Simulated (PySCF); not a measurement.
A GIAO shielding run with PySCF 2.14 (density fitting, non-relativistic, gas phase) on SMILES Cc1sccc1N[SiH3], C5H9NSSi:

```
$ OMP_NUM_THREADS=1 python probes_run.py task.json out

{"job": {"kind": "nmr", "xc": "PBE0", "basis": "pcSseg-1"}, "charge": 0, "multiplicity": 1}
C     -2.337653    -0.696746     0.851354
C     -1.362223     0.358715     0.450595
S     -1.874909     1.999780     0.208359
C     -0.276919     2.485313    -0.195348
C      0.597070     1.452635    -0.145413
C     -0.017139     0.225022     0.226233
N      0.669704    -0.967576     0.345998
Si     2.355616    -1.243777     0.100417
H     -2.056784    -1.147289     1.805391
H     -3.328970    -0.263865     0.956981
H     -2.387902    -1.489027     0.101843
H     -0.086894     3.509630    -0.446324
H      1.645743     1.539830    -0.362743
H      0.072489    -1.731995     0.618260
H      2.733655    -0.914351    -1.278162
H      2.497865    -2.671679     0.373329
H      3.150254    -0.432590     1.028782
```

Hardware: 1 thread of an Arm Neoverse V1, shared host. The job also computes population analyses, field gradients, ring-centre shieldings.

(1) How large is the calculation?

(2) How long does it take, and how much memory does it need?

Results:

(1) 76 electrons, 195 basis functions and 1051 auxiliary functions.

(2) 34 s of wall time, with 14 SCF cycles and 5 response iterations; peak memory 0.86 GiB. Times on a shared host scatter by some tens of per cent.
